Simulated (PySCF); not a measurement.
# Magnetic susceptibility: SMILES C=C([SiH3])/C=N\CC, C5H11NSi

Molfile (atoms numbered from 1):
```
C5H11NSi
     RDKit          3D

 18 17  0  0  0  0  0  0  0  0999 V2000
   -2.0220    0.6567   -0.3672 C   0  0  0  0  0  0  0  0  0  0  0  0
   -1.2803    0.0517    0.5546 C   0  0  0  0  0  0  0  0  0  0  0  0
   -1.6769   -1.6629    1.2504 Si  0  0  0  0  0  4  0  0  0  0  0  0
   -0.0680    0.6781    1.1070 C   0  0  0  0  0  0  0  0  0  0  0  0
    0.9997    1.0050    0.5283 N   0  0  0  0  0  0  0  0  0  0  0  0
    1.2162    0.8089   -0.8763 C   0  0  0  0  0  0  0  0  0  0  0  0
    2.5661    0.1256   -1.0805 C   0  0  0  0  0  0  0  0  0  0  0  0
   -2.9117    0.2009   -0.7714 H   0  0  0  0  0  0  0  0  0  0  0  0
   -1.7889    1.6460   -0.7342 H   0  0  0  0  0  0  0  0  0  0  0  0
   -0.6184   -2.5936    0.8505 H   0  0  0  0  0  0  0  0  0  0  0  0
   -2.9672   -2.0954    0.7154 H   0  0  0  0  0  0  0  0  0  0  0  0
   -1.7256   -1.5705    2.7109 H   0  0  0  0  0  0  0  0  0  0  0  0
   -0.0883    0.8437    2.1829 H   0  0  0  0  0  0  0  0  0  0  0  0
    1.2515    1.8045   -1.3320 H   0  0  0  0  0  0  0  0  0  0  0  0
    0.4182    0.2307   -1.3670 H   0  0  0  0  0  0  0  0  0  0  0  0
    2.5381   -0.8886   -0.6890 H   0  0  0  0  0  0  0  0  0  0  0  0
    3.3398    0.6781   -0.5545 H   0  0  0  0  0  0  0  0  0  0  0  0
    2.8089    0.0873   -2.1394 H   0  0  0  0  0  0  0  0  0  0  0  0
  1  2  2  0
  2  3  1  0
  2  4  1  0
  4  5  2  0
  5  6  1  0
  6  7  1  0
  1  8  1  0
  1  9  1  0
  3 10  1  0
  3 11  1  0
  3 12  1  0
  4 13  1  0
  6 14  1  0
  6 15  1  0
  7 16  1  0
  7 17  1  0
  7 18  1  0
M  END
```

Level of theory: GIAO HF/pcSseg-1 magnetisability, rotational g tensor and spin-rotation constants, non-relativistic, gas phase (PySCF). Geometry: GFN2-xTB.

(1) How diamagnetic is it, and how anisotropic?

(2) Split it along the inertial axes a, b, c into diamagnetic and paramagnetic parts about the centre of mass, with the quadrupole moment.

(3) And the rotational g tensor?

## Answers

(1) Isotropic -1155 × 10⁻³⁰ J/T², or -69.6 × 10⁻⁶ cm³/mol; principal values -1319, -1119, -1028 × 10⁻³⁰ J/T², anisotropy 258 × 10⁻³⁰ J/T² (root of half the summed squared differences of the principal values). The susceptibility is in cgs units.

(2) 
| axis | χ (10⁻⁶ cm³/mol) | diamagnetic (10⁻⁶ cm³/mol) | paramagnetic (10⁻⁶ cm³/mol) | summed x² of all electrons (Å²) | quadrupole Θ (D Å) |
| --- | --- | --- | --- | --- | --- |
| a | -63.8 | -467.6 | 403.8 | 242.1 | -1.00 |
| b | -77.2 | -1210.4 | 1133.1 | 67.0 | +2.76 |
| c | -67.6 | -1311.6 | 1244.0 | 43.2 | -1.76 |

Anisotropies 2χaa − χbb − χcc = +17.2 and 2χbb − χaa − χcc = -23.1 × 10⁻⁶ cm³/mol. Θ is traceless in Buckingham's convention.

(3) 
```
axis  rotational constant (GHz)        g  nuclear part  electronic part
   a                     3.5928  -0.0525        0.6290          -0.6815
   b                     1.1267  -0.0105        0.5892          -0.5998
   c                     1.0325  -0.0130        0.5904          -0.6034
```
Asymmetric top; isotopes 12C, 1H, 14N, 28Si; no vibrational averaging.
